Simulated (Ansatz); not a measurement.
Program: Ansatz. Geometries: PBE0-D4/def2-TZVP. ΔE: electronic, gas phase. CCSD(T)/CBS adds triple-zeta CCSD(T) − MP2 to the extrapolated MP2 energy (def2 sets, frozen cores). DFT in def2-TZVPP. B3LYP here is the variant with VWN-RPA as its local correlation; programs differ in this. For Ge outer-core shells are correlated without core-valence functions, which leaves a few kJ/mol of doubt a bond. Scalar relativity is left out up to krypton. One conformer a species, not always the lowest.

`[F][GeH2][SH]` + `O[SiH2][SiH2]CF` → `[OH][GeH]([F])[SH]` + `FC[SiH2][SiH3]`  (redistribution)

`[F][GeH2][SH]`:

```xyz
6

F     0.819    1.225   -1.151
Ge   -0.310    0.119   -0.421
S     0.779   -1.275    0.887
H    -1.281    1.004    0.368
H    -0.926   -0.691   -1.563
H     0.919   -0.382    1.880
```

`O[SiH2][SiH2]CF`:

Z-matrix (Å, degrees):
```
Si
Si 1 2.351
O 1 1.655 2 112.0
H 1 1.490 2 109.3 3 123.8
H 1 1.485 2 109.8 3 -116.9
C 2 1.903 1 110.7 3 176.8
H 2 1.491 1 110.7 3 -62.0
H 2 1.491 1 111.0 3 58.0
H 3 0.958 1 117.5 2 65.4
F 6 1.392 2 110.2 1 53.8
H 6 1.095 2 111.5 1 173.8
H 6 1.095 2 111.0 1 -66.0
```

`[OH][GeH]([F])[SH]`:

Cartesian coordinates in Å:
```
O -1.174 0.912 -0.523
Ge -0.155 -0.486 -0.222
F 0.517 -1.020 -1.726
S 1.642 0.021 0.949
H -0.673 1.688 -0.790
H -1.066 -1.580 0.327
H 0.909 0.465 1.985
```

`FC[SiH2][SiH3]`:

Z-matrix (Å, degrees):
```
C
Si 1 1.902
F 1 1.391 2 110.2
H 1 1.095 2 110.9 3 -119.8
H 1 1.095 2 111.5 3 120.0
Si 2 2.339 1 110.4 3 53.7
H 2 1.491 1 107.0 3 174.2
H 2 1.488 1 109.6 3 -68.4
H 6 1.486 2 110.7 1 -65.6
H 6 1.488 2 110.0 1 174.1
H 6 1.488 2 109.7 1 54.7
```

(1) Is it downhill or uphill in electronic energy at CCSD(T)/CBS, and by how much? (Best estimate.)

(2) What do these levels give: ωB97X-V, PBE0, B3LYP, HF/def2-TZVPP, CCSD(T)/def2-TZVPP, CCSD/CBS(def2)? (Estimate.)

Largest T1 diagnostic among the species: 0.012.

Results:

(1) Computed: Uphill: ΔE = +0.31 eV.

(2) Ansatz gave: ωB97X-V 0.29, PBE0 0.30, B3LYP 0.34, HF/def2-TZVPP 0.35, CCSD(T)/def2-TZVPP 0.27, CCSD/CBS(def2) 0.33 eV.

In def2-TZVPP, CCSD(T) changes the Hartree–Fock value by −0.09 eV (the triples alone add −0.02 eV) and MP2 by −0.07 eV.
